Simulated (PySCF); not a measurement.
A table of computed properties in which two entries of one column were swapped by mistake.

```csv
no.,species (SMILES),level of the electronic properties,HOMO–LUMO gap,HOMO energy,smallest rotational constant
1,NCCC1=C[SiH2]C=CO1,PBE0/pcSseg-1,6.36 eV,-6.62 eV,0.626 GHz
2,N#CC[C@@H]1CC[SiH2]OC1,PBE0/pcSseg-1,8.29 eV,-7.87 eV,0.785 GHz
3,CC[C@H]([SiH3])OC(=O)OC,PBE0/pcSseg-1,8.69 eV,-7.97 eV,0.659 GHz
4,CO[C@@H]1C[C@@H](C#N)C[SiH2]1,PBE0/pcSseg-1,8.02 eV,-7.65 eV,0.729 GHz
5,C=CC[Si@H](P)[Si](F)(F)F,PBE0/pcSseg-1,6.61 eV,-7.65 eV,1.477 GHz
6,C[C@@]1(CF)C=C[CH+]C1,CAM-B3LYP/def2-SVPD,7.54 eV,-15.22 eV,0.571 GHz
7,COc1nnc(C=O)s1,CAM-B3LYP/def2-SVPD,7.67 eV,-9.15 eV,0.722 GHz
8,Cc1cc(C(F)(F)F)ns1,PBE0/def2-SVPD,6.43 eV,-8.06 eV,0.621 GHz
```

Geometries and rotational constants: GFN2-xTB. All species are isolated and taken at one optimised geometry, non-relativistic unless stated. Electronic properties by PySCF.

The conformers computed, where there is a choice (atom-mapped SMILES and torsion angles):
- `[NH2:1][CH2:2][CH2:3][C:4]1=[CH:5][SiH2:6][CH:7]=[CH:8][O:9]1`: N1–C2–C3–C4 179°, C2–C3–C4–C5 98°, H–N1–C2–C3 59°, H–N1–C2–C3 -60°
- `[CH3:1][CH2:2][C@H:3]([SiH3:4])[O:5][C:6](=[O:7])[O:8][CH3:9]`: C1–C2–C3–Si4 -176°, C2–C3–O5–C6 -149°, C3–O5–C6–O7 -1°, O5–C6–O8–C9 180°
- `[CH2:1]=[CH:2][CH2:3][Si@H:4]([PH2:5])[Si:6]([F:7])([F:8])[F:9]`: C1–C2–C3–Si4 94°, C2–C3–Si4–P5 56°, C3–Si4–Si6–F7 84°, H–P5–Si4–C3 -84°, H–P5–Si4–C3 -177°
- `[CH3:1][C@@:2]1([CH2:3][F:4])[CH:5]=[CH:6][CH+:7][CH2:8]1`: C1–C2–C3–F4 -67°
- `[CH3:1][O:2][c:3]1[n:4][n:5][c:6]([CH:7]=[O:8])[s:9]1`: C1–O2–C3–N4 0°, N5–C6–C7–O8 180°
- `[CH3:1][c:2]1[cH:3][c:4]([C:5]([F:6])([F:7])[F:8])[n:9][s:10]1`: C3–C4–C5–F6 -120°

The conformers of `N#CC[C@@H]1CC[SiH2]OC1` and `CO[C@@H]1C[C@@H](C#N)C[SiH2]1` aren't listed.

Problem. Which two entries changed places?

Solution. The smallest rotational constant of rows 5 and 6. The true values are 0.571 GHz for `C=CC[Si@H](P)[Si](F)(F)F` (17 atoms, 96 electrons) and 1.477 GHz for `C[C@@]1(CF)C=C[CH+]C1` (18 atoms, 60 electrons), the smallest and the largest in that column.

Problem. Restore the column in rising order.

Solution. row 5: 0.571 GHz, row 8: 0.621 GHz, row 1: 0.626 GHz, row 3: 0.659 GHz, row 7: 0.722 GHz, row 4: 0.729 GHz, row 2: 0.785 GHz, row 6: 1.477 GHz.

Problem. Give the restored column in cm⁻¹.

Solution. row 1: 0.0209 cm⁻¹, row 2: 0.0262 cm⁻¹, row 3: 0.0220 cm⁻¹, row 4: 0.0243 cm⁻¹, row 5: 0.0191 cm⁻¹, row 6: 0.0493 cm⁻¹, row 7: 0.0241 cm⁻¹, row 8: 0.0207 cm⁻¹.
